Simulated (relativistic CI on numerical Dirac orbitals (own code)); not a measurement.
# Hyperfine structure of Ru²¹⁺, mass number 101

Computed by Dirac-Coulomb-Breit CI, KLI orbitals optimised for each configuration, a model potential for QED, unscaled Slater integrals (own radial code, finite nucleus).

CI space (outside the closed core [Ne]): 3s²3p⁶3d⁵, 3s²3p⁵3d⁶, 3s²3p⁴3d⁷, 3s3p⁶3d⁶, 3p⁶3d⁷, 3s3p⁵3d⁷, 3s²3p⁶3d⁴4s, 3s²3p⁶3d⁴4p, 3s²3p⁶3d⁴4d, 3s²3p⁶3d⁴4f, 3s²3p⁵3d⁵4s, 3s²3p⁶3d³4s², 3s²3p⁶3d⁴5s, 3s²3p⁶3d³4p², 3s²3p⁶3d³4s4d, 3p⁶3d⁶4s. Levels of other configurations are missing.

Nuclear spin I = 5/2, μ = -0.718 μN, Q = 0.46 b (tables of Stone and Pyykkö). The electronic factors are computed for point nuclear moments, without core polarisation or the Bohr-Weisskopf and QED corrections.

```json
{"Level": "3s²3p⁶3d⁵ ⁴G7/2", "E (cm⁻¹)": "109718.5", "A (MHz)": "-1921", "B (MHz)": "2600"}
{"Level": "3s²3p⁶3d⁵ ⁴P3/2", "E (cm⁻¹)": "110975.7", "A (MHz)": "-1748", "B (MHz)": "2800"}
{"Level": "3s²3p⁶3d⁵ ⁴G11/2", "E (cm⁻¹)": "112457.5", "A (MHz)": "-2003", "B (MHz)": "-10.8"}
{"Level": "3s²3p⁶3d⁵ ⁴G9/2", "E (cm⁻¹)": "116590.9", "A (MHz)": "-1881", "B (MHz)": "1960"}
{"Level": "3s²3p⁶3d⁵ ⁴P1/2", "E (cm⁻¹)": "121214.2", "A (MHz)": "876.8", "B (MHz)": ""}
{"Level": "3s²3p⁶3d⁵ ⁴D7/2", "E (cm⁻¹)": "138214.7", "A (MHz)": "-1344", "B (MHz)": "1120"}
{"Level": "3s²3p⁶3d⁵ ⁴D1/2", "E (cm⁻¹)": "152504.5", "A (MHz)": "-4347", "B (MHz)": ""}
{"Level": "3s²3p⁶3d⁵ ⁴D3/2", "E (cm⁻¹)": "155671.3", "A (MHz)": "-2057", "B (MHz)": "-1250"}
```

Levels with J = 0, under 50 % of one LS term, or S terms without an open s electron are left out. Small factors come from cancelling terms and can be off by tens of per cent or more.

At this charge energies of transitions that change n are usually good to better than 1 %, and those within a shell (Δn = 0) to a few per cent. Terms inside the open d or f shell come out 10 to 20 % too wide with unscaled integrals.

**Question.** Give the hyperfine levels of 3s²3p⁶3d⁵ ⁴G7/2 relative to its centre of gravity.

**Answer.** With K = F(F + 1) − I(I + 1) − J(J + 1), E = AK/2 + B[¾K(K + 1) − I(I + 1)J(J + 1)]/[2I(2I − 1)J(2J − 1)]: F = 1: 23000, F = 2: 18420, F = 3: 11820, F = 4: 3542, F = 5: -5969, F = 6: -16160 MHz.

LS names give the leading component of a level, which can be under half, so a name can repeat, a term be missing and a line seem to break the LS rules.
